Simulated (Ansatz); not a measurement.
Consider the redistribution: `CB[SiH2]BC` + `[SiH3]CN[SiH2]Cl` → `CBNC[SiH3]` + `CB[SiH2][SiH2]Cl`.

Calculated with Ansatz (gas phase, PBE0-D4/def2-TZVP geometries, no zero-point term in ΔE). CBS: MP2 limit from def2 TZ/QZ plus the TZ coupled-cluster correction, frozen cores. Each species was taken in one conformer, which may not be the lowest.

| level | ΔE (eV) |
| --- | --- |
| HF/def2-TZVPP | -1.00 |
| SCS-MP2/def2-TZVPP | -1.08 |
| HF/def2-QZVPP | -0.98 |
| SCS-MP2/def2-QZVPP | -1.07 |

Task: What does CCSD(T)/CBS give? (Best estimate.)

Result: Computed: -1.10 eV. The listed levels differ from it by 0.10, 0.02, 0.12, 0.03 eV.

Largest T1 diagnostic among the species: 0.013.

In def2-TZVPP, CCSD(T) changes the Hartree–Fock value by −0.12 eV (the triples alone add −0.02 eV) and MP2 by −0.11 eV.
